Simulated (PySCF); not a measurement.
A geometry optimisation on `C#[C][Ga@H-]([NH3+])[F]`.

Computed with PBE0-D3(BJ)/def2-SVP geometry optimisation, gas phase (PySCF 2.14.0). Start geometry: GFN2-xTB. The input is one job of a driver script: a line of settings, then coordinates in Å.

Command:
```bash
OMP_NUM_THREADS=1 python probes_run.py task.json out
```

Input:
```
{"job": {"xc": "PBE0", "basis": "def2-SVP", "d3": "d3bj", "grid": 1, "shake": 0.01, "kind": "geom"}, "charge": 0, "multiplicity": 1}
C      2.770380     0.090430     0.522090
C      1.612690     0.208390     0.107000
Ga    -0.180070     0.355750    -0.694720
N     -1.431850    -0.203210     0.961910
F     -0.710400    -1.079530    -1.555070
H      3.728840     0.041150     0.891790
H     -0.699740     1.662980    -1.257650
H     -2.398970    -0.274730     0.595490
H     -1.151450    -1.147860     1.195720
H     -1.488980     0.325720     1.841160
```

Output:
```
step   0  E = -2157.74245338  max force = 0.068325
step   1  E = -2157.74722641  max force = 0.005134
step   2  E = -2157.74750069  max force = 0.002071
step   3  E = -2157.74758615  max force = 0.001009
step   4  E = -2157.74762655  max force = 0.000801
step   5  E = -2157.74766170  max force = 0.000916
step   6  E = -2157.74767837  max force = 0.000438
step   7  E = -2157.74768441  max force = 0.000250
optimisation converged
```

Energies in Eh; «max force» is the largest Cartesian gradient component in Eh/bohr.

Problem. How much energy does the optimisation release, in eV?

Solution. E(step 0) − E(last step) = 0.005231 Eh, which is 0.142 eV.

Problem. Give the first gradient maximum in eV/Å.

Solution. With 1 Eh/bohr = 51.422 eV/Å, 3.513 eV/Å.

In short: final energy -2157.74768 Eh after 7 steps; dipole 5.75 D.

Problem. Where do the atoms end?

Solution. 0.147 Å rms from the input after alignment:
```
atom  x, y, z in Å
C1     2.6379    0.0838    0.5785
C2     1.5431    0.1811    0.0489
Ga3   -0.2151    0.3489   -0.7482
N4    -1.3567   -0.2157    0.9369
F5    -0.7069   -1.0890   -1.6758
H6     3.6086   -0.0062    1.0341
H7    -0.8273    1.7021   -1.2345
H8    -2.3503   -0.2846    0.7153
H9    -1.0366   -1.1452    1.2129
H10   -1.2464    0.4039    1.7396
```

Time: 42 s of wall time; peak memory 0.48 GiB. Hardware: one thread of an Arm Neoverse V1, no GPU, shared host with 32 logical CPUs at a one-minute load of 21.
Labels such as C1 count atoms from 1, the log's own numbers from 0.
